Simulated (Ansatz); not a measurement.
Ansatz (a first-principles code) input:

Ansatz 0.2 input:
```yaml
crystal:
  periodic: [false, false, false]
  atoms:
    - {symbol: Cu, position_ang: [-0.00000000, -0.00000000, -0.05332008]}
    - {symbol: H, position_ang: [0.00000000, 0.00000000, 1.54628228]}
basis:
  gaussian:
    orbitals: def2-TZVP
hamiltonian:
  xc: b3lyp
  dispersion: d3bj
magnetization: {spin_polarized: true, initial_magnetization: 2}
phonons: {temperatures: {t_min: 298.15, t_max: 298.15, t_step: 100}}
```

What final total energy does it print?

-1641.05320 Eh (B3LYP-D3(BJ)/def2-TZVP). The basis has 51 functions.

This is an excited triplet: at this geometry the singlet lies 2.53 eV lower at CCSD(T)/CBS(def2-TZVPPD,def2-QZVPPD).
